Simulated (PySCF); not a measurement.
C₂H₂O, SMILES C1OC=1. Atoms are numbered in the order given.

```xyz
5

C     -0.4657    -0.6359     0.0000
C     -0.4657     0.6359     0.0000
O      0.8991     0.0000     0.0000
H     -0.8024    -1.6605     0.0000
H     -0.8024     1.6605     0.0000
```
Charge 0, spin multiplicity 1.

Geometry optimised at PBE-D3(BJ)/def2-TZVP. The geometry has at least one imaginary mode, so it is a saddle point at that level.

All values below come from PBE-D3(BJ)/def2-TZVP run with PySCF 2.14.0.

Frequencies are harmonic and unscaled.

| mode | ν (cm⁻¹) | IR (km/mol) | moving atoms (share of kinetic energy) |
|---|---|---|---|
| 1 | 296i | 4.7 | C 74 %, O 23 % |
| 2 | 497 | 89.4 | H 88 %, C 11 % |
| 3 | 540 | 0.0 | H 64 %, C 36 % |
| 4 | 860 | 55.7 | H 62 %, O 31 % |
| 5 | 915 | 7.6 | H 80 %, C 16 % |
| 6 | 1044 | 8.5 | C 36 %, H 33 %, O 30 % |
| 7 | 1779 | 2.3 | C 85 %, H 15 % |
| 8 | 3252 | 45.3 | H 93 % |
| 9 | 3321 | 2.1 | H 85 %, C 15 % |
